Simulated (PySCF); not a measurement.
**Orbital levels and atomic charges: Si20H30O2**

System: Si20H30O2 (nanocrystal Si surface).

Cartesian coordinates (Å):
```
  1 Si    0.7489   -0.6075   -0.6539
  2 Si    0.4609   -0.5192   -2.9900
  3 Si    0.6491   -2.7236   -3.7863
  4 Si    2.4799   -3.6966   -2.6837
  5 Si    2.8727   -5.9657   -2.9498
  6 Si   -1.1110   -3.9463   -0.7104
  7 Si   -1.1661   -4.0867   -3.0597
  8 Si   -0.8763   -6.2999   -3.7817
  9 Si    0.9492   -7.2544   -2.6936
 10 Si   -0.4621    0.5188    2.9883
 11 Si   -0.7507    0.6070    0.6545
 12 Si    0.8569   -2.8819   -0.0971
 13 Si   -0.8568    2.8813    0.0976
 14 Si   -0.9493    7.2539    2.6944
 15 Si    0.8766    6.2994    3.7813
 16 Si    1.1669    4.0863    3.0588
 17 Si    1.1116    3.9460    0.7096
 18 Si   -2.8726    5.9658    2.9501
 19 Si   -2.4797    3.6974    2.6825
 20 Si   -0.6491    2.7235    3.7871
 21 O    -1.9583    3.5388    1.1269
 22 O     1.9581   -3.5365   -1.1285
 23 H     2.0612    0.0440   -0.3986
 24 H     1.3899    0.4145   -3.6535
 25 H    -0.8596    0.0552   -3.3126
 26 H     0.8225   -2.8397   -5.2518
 27 H     3.6905   -2.8490   -2.6918
 28 H     3.3275   -6.1115   -4.3489
 29 H     4.0074   -6.5059   -2.1804
 30 H    -2.2306   -3.1713   -0.1475
 31 H    -1.3143   -5.2845   -0.1286
 32 H    -2.4455   -3.5364   -3.5625
 33 H    -0.6253   -6.3094   -5.2344
 34 H    -2.1043   -7.1032   -3.6619
 35 H     0.6126   -7.3473   -1.2602
 36 H     1.1489   -8.6625   -3.0740
 37 H     0.8580   -0.0555    3.3120
 38 H    -1.3899   -0.4140    3.6543
 39 H    -2.0630   -0.0428    0.3989
 40 H     1.4719   -3.2159    1.1953
 41 H    -1.4718    3.2163   -1.1943
 42 H    -1.1473    8.6621    3.0743
 43 H    -0.6125    7.3466    1.2612
 44 H     2.1047    7.1025    3.6618
 45 H     0.6267    6.3087    5.2341
 46 H     2.4459    3.5353    3.5626
 47 H     1.3142    5.2851    0.1288
 48 H     2.2313    3.1708    0.1468
 49 H    -4.0066    6.5066    2.1811
 50 H    -3.3284    6.1120    4.3487
 51 H    -3.6903    2.8495    2.6915
 52 H    -0.8224    2.8400    5.2532
```

Method: PBE0/6-31G*, gas phase, PySCF, fitting set def2-universal-JFIT up to Ne and JKFIT beyond, grid level 1.

Give the orbital energies near the gap.


| orbital | eV |
| --- | --- |
| HOMO-4 | -7.52 |
| HOMO-3 | -7.30 |
| HOMO-2 | -7.26 |
| HOMO-1 | -7.24 |
| HOMO | -6.78 |
| LUMO | -1.51 |
| LUMO+1 | -1.29 |
| LUMO+2 | -1.26 |
| LUMO+3 | -1.13 |

Give the partial charges of the non-hydrogen atoms.


```csv
atom,Mulliken,IAO,Hirshfeld
Si1,-0.14,-0.01,0.05
Si2,0.15,0.19,0.14
Si3,-0.16,0.00,0.05
Si4,0.54,0.61,0.23
Si5,0.03,0.13,0.13
Si6,0.01,0.12,0.11
Si7,-0.05,0.05,0.07
Si8,0.10,0.17,0.13
Si9,0.04,0.16,0.13
Si10,0.15,0.19,0.14
Si11,-0.14,-0.01,0.05
Si12,0.55,0.63,0.23
Si13,0.55,0.63,0.23
Si14,0.04,0.16,0.13
Si15,0.10,0.17,0.13
Si16,-0.05,0.05,0.07
Si17,0.01,0.12,0.11
Si18,0.03,0.13,0.13
Si19,0.54,0.61,0.23
Si20,-0.16,0.00,0.05
O21,-0.67,-0.89,-0.31
O22,-0.67,-0.89,-0.31
```
